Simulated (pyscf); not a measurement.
**H₂P–BH–PH₂, singlet**

Gas-phase minimum from PySCF at ωB97X-D3(BJ)/def2-SVP, one conformer. 

```xyz
8

P      0.2448     0.7138     0.2433
B     -0.5693    -0.9804     0.1388
P     -1.0675    -1.9592     1.6679
H      1.3187     0.5756    -0.6727
H      0.9785     0.6182     1.4540
H     -0.7797    -1.4571    -0.9496
H     -2.3832    -2.3690     1.3329
H     -1.3888    -0.9295     2.5896
```

Bonded distances (Å): P1–B2 1.883, P1–H4 1.418, P1–H5 1.419, B2–P3 1.883, B2–H6 1.207, P3–H7 1.418, P3–H8 1.419. Angles (°): B2–P1–H4 101.8, B2–P1–H5 102.1, H4–P1–H5 98.8, P1–B2–P3 122.5, P1–B2–H6 118.8, P3–B2–H6 118.8, B2–P3–H7 101.8, B2–P3–H8 102.1, H7–P3–H8 98.8.

Properties at ωB97X-D3(BJ)/def2-SVP:

```
Quantity                                                                                                                                                                                                               Value
---------------------------------------------------------------------------------------------------------------------  -----------------------------------------------------------------------------------------------------
Harmonic wavenumbers, unscaled                                                                                         182, 240, 259, 511, 536, 588, 669, 763, 834, 864, 1055, 1117, 1142, 2477, 2478, 2493, 2495, 2650 cm⁻¹
Zero-point energy                                                                                                                                                                                              30.5 kcal/mol
Rotational symmetry number                                                                                                                                                                                                 2
Entropy of this conformer at 298 K and 1 atm, rigid rotor and harmonic oscillator, modes under 100 cm⁻¹ raised to 100                                                                                        297.5 J/(mol K)
Dipole moment                                                                                                                                                                                                         0.05 D
```

Single-point totals, which compare only within one level (frozen core for MP2 and CC):

| level | total energy (hartree) |
|---|---|
| ωB97X-D3(BJ)/def2-TZVP | -710.63807 |
| PBE/def2-TZVP | -710.20381 |
| r²SCAN/def2-TZVP | -710.49984 |
| B3LYP-D3(BJ)/def2-TZVP | -710.63331 |
| PBE0-D3(BJ)/def2-TZVP | -710.27918 |
| M06-2X/def2-TZVP | -710.50941 |
| ωB97M-D3(BJ)/def2-TZVP | -710.66836 |
| HF/def2-TZVPP | -709.08725 |
| MP2/def2-TZVPP | -709.50372 |
| CCSD/def2-TZVPP | -709.55816 |
| CCSD(T)/def2-TZVPP | -709.57908 |

Soft torsions are taken as harmonic, which can shift the entropy by several J/(mol K). The CCSD(T) − MP2 part came from Ansatz, without density fitting, on the same reference.
